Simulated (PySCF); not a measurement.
(E)-1,2-dibromo-1-chloroethene (C2HBr2Cl), SMILES C(/Cl)(Br)=C/Br. Geometry: PBE0-D3(BJ)/def2-SVP.

Computed equilibrium geometry at PBE0-D3(BJ)/def2-SVP (PySCF confirms it by a frequency run) as Cartesian coordinates in Å, and its point group:
point group Cs.
```xyz
6

Cl    -1.8388    -0.2338     0.0000
C     -0.1454    -0.4610     0.0000
Br     0.4428    -2.2470     0.0000
C      0.7495     0.5338     0.0000
Br     0.2947     2.3388     0.0000
H      1.8193     0.3228     0.0000
```
Charge 0, spin multiplicity 1.
